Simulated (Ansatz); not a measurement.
`N[SiH](F)F` + `B/C=[CH]\[GaH][SiH3]` → `B/C=C\[SiH](N)F` + `[F][GaH][SiH3]`  (redistribution)

Calculated with Ansatz (gas phase, PBE0-D4/def2-TZVP geometries, no zero-point term in ΔE). CCSD(T)/CBS is the MP2 limit (def2-TZVPP, def2-QZVPP) plus CCSD(T) − MP2 in def2-TZVPP, frozen cores. This one scheme is used for every species. Double bonds are as drawn, so ΔE can hold a change between cis and trans. DFT in def2-TZVPP. For Ga outer-core shells are correlated without core-valence functions, which leaves a few kJ/mol of doubt a bond. Scalar relativity is left out up to krypton. One conformer a species, not always the lowest.

```json
{"species": "`N[SiH](F)F`", "PBE-D4 energy (Eh)": "-545.62862"}
{"species": "`B/C=[CH]\\[GaH][SiH3]`", "PBE-D4 energy (Eh)": "-2319.60961"}
{"species": "`B/C=C\\[SiH](N)F`", "PBE-D4 energy (Eh)": "-549.07808"}
{"species": "`[F][GaH][SiH3]`", "PBE-D4 energy (Eh)": "-2316.13916"}
```

(1) Work out ΔE.

Largest T1 diagnostic among the species: 0.014.

Results:

(1) ΔE = (-549.07808) + (-2316.13916) − (-545.62862) − (-2319.60961) = 0.02099 Eh = +0.57 eV. CCSD(T)/CBS gives +0.71 eV.

From PBE to PBE0 (25 % exact exchange), in def2-TZVPP and without D4, ΔE moves by +0.07 eV. In def2-TZVPP, CCSD(T) changes the Hartree–Fock value by +0.13 eV (the triples alone add +0.01 eV) and MP2 by +0.16 eV.
